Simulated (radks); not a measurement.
Results of a calculation; reference values are marked as such.
Coulomb parameter of the 3d shell of the cobalt ion Co2+ in the model configuration [Ar] 3d5.5 4p1.5, as a second difference U = [E(n + 1) + E(n - 1) - 2 E(n)] / (1)^2 with all orbitals relaxed. "Bare": the charge of the atom changes with n. "Screened": the 4p shell takes up the change at fixed total charge, which measures U(3d,3d) + U(4p,4p) - 2 U(3d,4p). Level of theory: scalar-relativistic Kohn-Sham, PBE, spin-unpolarised, spherical densities, finite nucleus; Fermi nuclear charge, rms radius 3.7875 fm (a radial shooting solver on a logarithmic mesh with Libxc functionals).

| case | configuration | E - E(n) (eV) |
|---|---|---|
| start | [Ar] 3d5.5 4p1.5 | 0.000 |
| bare +1 | [Ar] 3d6.5 4p1.5 | -30.166 |
| bare -1 | [Ar] 3d4.5 4p1.5 | 48.588 |
| screened +1 | [Ar] 3d6.5 4p0.5 | -17.699 |
| screened -1 | [Ar] 3d4.5 4p2.5 | 23.854 |

U(bare) = 18.422 eV, U(screened by 4p) = 6.155 eV, against the Slater integral F0(3d,3d) = 27.185 eV with frozen orbitals.
